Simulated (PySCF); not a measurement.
# Be2: from constants to spectrum

PBE0 constants of Be2, ¹Σg⁺ (singlet), closed shell (PySCF, no relativity, basis sets Be def2-SVP; masses 9.0122 and 9.0122 u):

```
ωe              : 310.1 cm⁻¹
ωexe            : 9.33 cm⁻¹
Be              : 0.58979 cm⁻¹
αe              : 0.0190 cm⁻¹
D (centrifugal) : 8.53e-06 cm⁻¹
De to Be + Be   : 0.299 eV
```

Q: Give the vibrational terms G(v) and spacings up to v = 4.

A: G(v) = ωe(v+½) − ωexe(v+½)².

| v | G(v) (cm⁻¹) | G(v) − G(v−1) | Bv (cm⁻¹) |
| --- | --- | --- | --- |
| 0 | 153 |  | 0.5803 |
| 1 | 444 | 291 | 0.5613 |
| 2 | 717 | 273 | 0.5423 |
| 3 | 971 | 254 | 0.5233 |
| 4 | 1207 | 235 | 0.5043 |

Q: How well does the Morse estimate ωe²/(4ωexe) reproduce De, and what is D0?

A: It gives 0.319 eV, 107 % of the computed De. D0 = De − G(0) = 0.299 − 0.019 = 0.280 eV.

Closed-shell solutions of metal pairs were not tested for spin polarisation, which can lower them a little. The bond is weak. Basis-set superposition, not corrected here, can be much of De in a small basis, most of all at correlated wavefunction levels. Functionals without a dispersion term scatter widely for such bonds, and LDA overbinds them.
